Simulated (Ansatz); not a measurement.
Computed with Ansatz on PBE0-D4/def2-TZVP structures; ΔE is electronic, products minus reactants. CCSD(T)/CBS adds triple-zeta CCSD(T) − MP2 to the extrapolated MP2 energy (def2 sets, frozen cores). Functionals use def2-TZVPP. B3LYP here is the variant with VWN-RPA as its local correlation; programs differ in this. One conformer a species, not always the lowest.

Reaction (ligand exchange at the Si–C bond): `[SiH3]C=C([SiH3])[SiH3]` + `CO[SiH](O)O` → `CO[SiH](O)O[SiH3]` + `C=C([SiH3])[SiH3]`

```json
{"level": "PBE-D4", "ΔE (kJ/mol)": "-97.0", "difference from CCSD(T)/CBS": "18.7"}
{"level": "PBE0-D4", "ΔE (kJ/mol)": "-105.3", "difference from CCSD(T)/CBS": "10.4"}
{"level": "B3LYP-D4", "ΔE (kJ/mol)": "-116.5", "difference from CCSD(T)/CBS": "-0.8"}
{"level": "ωB97X-V", "ΔE (kJ/mol)": "-116.1", "difference from CCSD(T)/CBS": "-0.4"}
{"level": "ωB97M-V", "ΔE (kJ/mol)": "-114.8", "difference from CCSD(T)/CBS": "0.9"}
{"level": "PBE", "ΔE (kJ/mol)": "-99.5", "difference from CCSD(T)/CBS": "16.2"}
{"level": "r2SCAN", "ΔE (kJ/mol)": "-113.2", "difference from CCSD(T)/CBS": "2.5"}
{"level": "PBE0", "ΔE (kJ/mol)": "-107.4", "difference from CCSD(T)/CBS": "8.3"}
{"level": "B3LYP", "ΔE (kJ/mol)": "-120.7", "difference from CCSD(T)/CBS": "-5.0"}
{"level": "HF/def2-TZVPP", "ΔE (kJ/mol)": "-145.9", "difference from CCSD(T)/CBS": "-30.2"}
{"level": "SCS-MP2/def2-TZVPP", "ΔE (kJ/mol)": "-122.3", "difference from CCSD(T)/CBS": "-6.6"}
{"level": "CCSD/def2-TZVPP", "ΔE (kJ/mol)": "-120.7", "difference from CCSD(T)/CBS": "-5.0"}
{"level": "CCSD(T)/def2-TZVPP", "ΔE (kJ/mol)": "-115.8", "difference from CCSD(T)/CBS": "-0.1"}
{"level": "SCS-MP2/def2-QZVPP", "ΔE (kJ/mol)": "-122.9", "difference from CCSD(T)/CBS": "-7.2"}
{"level": "HF/CBS(def2)", "ΔE (kJ/mol)": "-148.5", "difference from CCSD(T)/CBS": "-32.8"}
{"level": "MP2/CBS(def2)", "ΔE (kJ/mol)": "-116.7", "difference from CCSD(T)/CBS": "-1.0"}
{"level": "CCSD(T)/CBS", "ΔE (kJ/mol)": "-115.7", "difference from CCSD(T)/CBS": "0"}
```

Largest T1 diagnostic among the species: 0.013.

The D4 term adds +4.2 kJ/mol with B3LYP and +2.1 kJ/mol with PBE0; it sums over pairs of atoms, weighted by their polarisabilities, and B3LYP, whose exchange is more repulsive, gets the larger term. In def2-TZVPP, CCSD(T) changes the Hartree–Fock value by +30.1 kJ/mol (the triples alone add +4.9 kJ/mol) and MP2 by +29.1 kJ/mol.
